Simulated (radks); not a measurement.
Problem. The mean radii <r> (bohr) of the occupied orbitals of an atom or ion are listed with their occupations. All-electron calculation, scalar-relativistic Kohn-Sham, PBE, spin-unpolarised, spherical densities, point nucleus. Program: a radial shooting solver on a logarithmic mesh with Libxc functionals.

orbital  occ.      <r>
1s          2  0.02073
2s          2  0.08743
2p          6  0.07738
3s          2   0.2158
3p          6   0.2118
3d          2   0.1878

Name the element and its charge.

Solution. Z = 67, holmium, charge +47: Ho47+ in [Ar] 3d2. The 1s radius gives Z: for a bare nucleus <r> = (2 gamma + 1)/(2Z) with gamma = sqrt(1 - (Z/c)^2), 0.02048 bohr for Z = 67, and screening makes it slightly larger (0.02073 here). The occupations add up to 20, and the charge is Z minus that.
